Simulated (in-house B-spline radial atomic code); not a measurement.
A fraction x of an electron is moved 4s → 4f in the selenium ion Se⁺, starting from [Ar] 3d10 4s2 4p3 and keeping the highest spin. Method: scalar-relativistic (X2C) BP86, spin-polarised, spherical fractional occupations, Fermi nucleus of rms radius 4.14 fm. Calculated with a B-spline radial code for spherical atoms.

```tsv
x	E(x) - E(0) (eV)	4s down level (eV)	4f up level (eV)
0	0.0000	-25.299	-
0.125	3.0443	-26.271	-1.616
0.25	6.1702	-27.200	-1.835
0.375	?	?	?
0.5	12.6889	-28.932	-2.161
0.625	16.0770	-29.728	-2.298
0.75	19.5449	-30.473	-2.424
0.875	?	?	?
1	26.6971	-	-2.654
```

Question: What belongs in the row x = 0.375?

Answer: An energy change of 9.3855 eV; 4s down at -28.088 eV, 4f up at -2.009 eV.

Question: What belongs in the row x = 0.875?

Answer: An energy change of 23.0872 eV; 4s down at -31.162 eV, 4f up at -2.542 eV.

Question: Check Janak's theorem between x = 0.125 and 0.25.

Answer: The slope of the energy is 25.01 eV; the orbital levels give 25.01 eV (ε of the receiving orbital less ε of the emptying one, averaged over the two points).
